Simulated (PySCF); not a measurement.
**Relaxation of quintet PdH4**

Level of theory: PySCF, UPBE0, basis Pd def2-TZVP with ECP28, H def2-TZVP (scalar-relativistic core potentials, no spin–orbit coupling, density fitting). A (50,194) grid was used.

A hand-made see-saw start, of C2v symmetry, held to at least that symmetry:

Coordinates in bohr (charge 0 multiplicity 5):
```
Pd    0.0000    0.0000   -0.0370
H     0.0000    2.8614    0.2134
H     0.0000   -2.8614    0.2134
H     2.2635    0.0000    1.7314
H    -2.2635    0.0000    1.7314
```

Problem. What forces act on the atoms at the start (eV/Å)?

Solution. 
```tsv
atom	Fx	Fy	Fz
Pd1	0.00	0.00	-3.16
H2	0.00	2.51	-0.03
H3	0.00	-2.51	-0.03
H4	2.75	0.00	1.62
H5	-2.75	0.00	1.62
```

Problem. What does it relax to?

Solution. It ends at D2d with Pd–H 1.712 Å (×4); H–Pd–H 101.3° (×4), H–Pd–H 127.5° (×2). A frequency run shows 2 imaginary modes (one degenerate set), down to 193i cm⁻¹, so it is a higher-order saddle point. Other isomers or separated fragments may lie lower.

Problem. How much energy is released, and in how many steps?

Solution. 198.3 kJ/mol in 15 steps.

Other spin states or occupations of the open shell can lie lower. At this level a singlet minimum of D2 symmetry lies 634 kJ/mol below this structure.
